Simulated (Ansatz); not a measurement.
Input file:

```yaml
crystal:
  lattice:
    - [11.18, 0.0, 0.0]
    - [0.0, 11.18, 0.0]
    - [0.0, 0.0, 11.18]
  atoms:
    - { symbol: Rb, position: [0.0, 0.0, 0.0] }
    - { symbol: Rb, position: [0.5, 0.0, 0.0] }
    - { symbol: Rb, position: [0.0, 0.5, 0.0] }
    - { symbol: Rb, position: [0.0, 0.0, 0.5] }
    - { symbol: Rb, position: [0.25, 0.25, 0.25] }
    - { symbol: Rb, position: [0.5, 0.5, 0.0] }
    - { symbol: Rb, position: [0.5, 0.0, 0.5] }
    - { symbol: Rb, position: [0.75, 0.25, 0.25] }
    - { symbol: Rb, position: [0.0, 0.5, 0.5] }
    - { symbol: Rb, position: [0.25, 0.75, 0.25] }
    - { symbol: Rb, position: [0.25, 0.25, 0.75] }
    - { symbol: Rb, position: [0.5, 0.5, 0.5] }
    - { symbol: Rb, position: [0.75, 0.75, 0.25] }
    - { symbol: Rb, position: [0.75, 0.25, 0.75] }
    - { symbol: Rb, position: [0.25, 0.75, 0.75] }
    - { symbol: Rb, position: [0.75, 0.75, 0.75] }
    - { symbol: Li, position: [0.61869203, 0.24551349, 0.00258403] }
basis:
  ecutwfc: 420.0
kpoints:
  mp_grid: { grid: [2, 2, 2] }
hamiltonian:
  xc: pbesol
scf:
  occupations: { method: fermi_dirac, width: 0.15 }
  lower_state_search: "off"
relax:
  f_tol: 0.03
  max_steps: 60
  adjacent_minimum: "off"
output:
  write_density: true
  write_potential: true
  elf: true
  volumetric_format: npy
```

Command:

```bash
$ ansatz run input.yaml --threads 4 --pin off --max-ram 10240MiB --backend cpu --events-out ev --progress --plain --runs-dir out
```

Hardware: 4 threads of Intel(R) Xeon(R) 6975P-C (Granite Rapids) (shared host).

Roughly how long does this run take, and how much memory?

59 s, with a peak of 3.1 GiB, for 9 ionic steps.
